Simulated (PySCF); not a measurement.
**Which functional comes closest?**

Molecule: Pivaloyl Chloride, C$_{5}$H$_{9}$ClO.

Geometry:
```tsv
atom	x (Å)	y (Å)	z (Å)
C1	0.087	1.398	-0.642
C2	-0.062	0.033	0.029
C3	-0.132	-1.076	-1.028
C4	1.107	-0.220	0.987
C5	-1.370	0.046	0.811
O6	-2.159	0.924	0.865
Cl7	-1.686	-1.482	1.716
H8	0.128	2.206	0.104
H9	1.017	1.420	-1.230
H10	-0.756	1.607	-1.315
H11	0.801	-1.080	-1.611
H12	-0.968	-0.910	-1.725
H13	-0.257	-2.064	-0.564
H14	1.157	0.551	1.770
H15	1.024	-1.202	1.472
H16	2.050	-0.190	0.420
```

Geometry PBE0-D3(BJ)/def2-SVP throughout; GIAO in PySCF 2.14.0 with density-fitted response routines, gas phase, one conformer, non-relativistic; equivalent atoms averaged; basis pcSseg-1.

Reference values (measured; solution, not stated per compound (mostly CDCl3 or CCl4); Pretsch, Buehlmann, Badertscher, Structure Determination of Organic Compounds, 4th ed. (2009)): δ(C2) = 49.4 ppm, δ(C1/C3/C4) = 27.1 ppm. Computed shifts are taken against TMS, calculated as an isolated molecule at each level.

**Question.** How do the functionals HF, BLYP, OPBE, PBE0, B97-2, LC-wPBE perform against the reference? Times are CPU seconds on 1 thread of an Intel Xeon 6975P-C, shared host; the GGAs took longer than the global hybrids here, which isn't the general rule, and the cause wasn't traced.

**Answer.** 
```tsv
functional	kind	C2	C1/C3/C4	mean abs. error C	core-s
HF	Hartree–Fock	41.5	25.8	4.6	7
BLYP	GGA	53.9	30.8	4.1	22
OPBE	GGA	48.9	28.1	0.8	22
PBE0	global hybrid	49.6	28.8	1.0	13
B97-2	global hybrid	49.3	28.6	0.8	13
LC-wPBE	range-separated hybrid	46.9	27.5	1.4	26
```

For 13C the closest is OPBE (0.8 ppm, with B97-2, PBE0 practically level) and the furthest HF (4.6 ppm). One molecule is a small sample, and vibrational and solvent effects are absent from the calculation.
